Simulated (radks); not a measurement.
Results of a calculation; reference values are marked as such.
Charge is removed step by step from the 4s up level of Fe+, starting from [Ar] 3d6 4s(up 1, down 0). Level of theory: scalar-relativistic Kohn-Sham, BLYP, spin-polarised, spherical densities, finite nucleus; open shells are filled with parallel spins first; Fermi nuclear charge, rms radius 3.7377 fm (a radial shooting solver on a logarithmic mesh with Libxc functionals).

\begin{tabular}{lrrr}
removed (e) & E - E(0) (eV) & eigenvalue (eV) & E minus straight line (eV) \\ \hline
0 & 0.000 & -12.938 & 0.000 \\
0.25 & 3.473 & -14.857 & -0.733 \\
0.5 & 7.431 & -16.809 & -0.983 \\
0.75 & 11.879 & -18.790 & -0.741 \\
1 & 16.827 & -20.806 & 0.000 \\
\end{tabular}

Removing the whole electron costs 16.827 eV by Delta-SCF, against 12.938 eV from minus the eigenvalue at the starting occupation. Slater's transition state (half an electron removed) gives 16.809 eV. Integrating minus the eigenvalue over the occupation (Janak's theorem) gives 16.829 eV. In this scalar-relativistic scheme the density is built from large components alone, so the theorem holds only approximately. The mean slope of the eigenvalue, de/dn, is 7.87 eV per electron. Ionisation energy of Fe+ in the NIST Atomic Spectra Database: 16.199 eV (measured).
